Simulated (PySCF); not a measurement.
Relaxation of quintet OsH4

Method: UPBE0/[Os def2-TZVP with ECP60, H def2-TZVP], scalar-relativistic core potentials, density fitting, no spin–orbit coupling, PySCF. A (50,194) grid was used.

A start displaced from a saddle point along its imaginary mode, with no symmetry imposed:

```xyz
5
charge 0 multiplicity 5, angstrom
Os   -0.0010   -0.0013    0.0000
H     1.5950    0.1164    0.5111
H    -1.5794    0.1165    0.5667
H     0.0896    1.5973   -0.5027
H     0.0895   -1.5770   -0.5750
```

Optimiser trace:
| step | E − E(last) (kJ/mol) | largest gradient (Eh/bohr) |
| --- | --- | --- |
| 0 | 13.15 | 0.00148 |
| 1 | 12.88 | 0.00125 |
| 2 | 12.16 | 0.00210 |
| 3 | 12.02 | 0.01293 |
| 4 | 10.66 | 0.00239 |
| 5 | 10.03 | 0.00295 |
| 6 | 8.73 | 0.00456 |
| 7 | 8.28 | 0.00580 |
| 8 | 7.52 | 0.00599 |
| 9 | 5.88 | 0.00616 |
| 10 | 3.73 | 0.00776 |
| 11 | 1.69 | 0.00536 |
| 12 | 0.42 | 0.00349 |
| 13 | 0.23 | 0.00284 |
| 14 | 0.21 | 0.00185 |
| 15 | 0.01 | 0.00079 |
| 16 | 0.00 | 0.00032 |
| 17 | 0.00 | 0.00017 |

It ends at Cs with Os–H 1.642 Å, Os–H 1.669 Å (×2), Os–H 1.679 Å; H–Os–H 69.5° (×2), H–Os–H 110.0° (×2), H–Os–H 137.0°, H–Os–H 141.9° (after a last refinement on a finer grid). A frequency run shows a minimum.

Open d and f shells are described by one determinant, and the ground state may have another occupation or spin. At this level a singlet minimum of Td symmetry lies 189 kJ/mol below this structure. No spin–orbit coupling is included, which matters more the heavier the element.
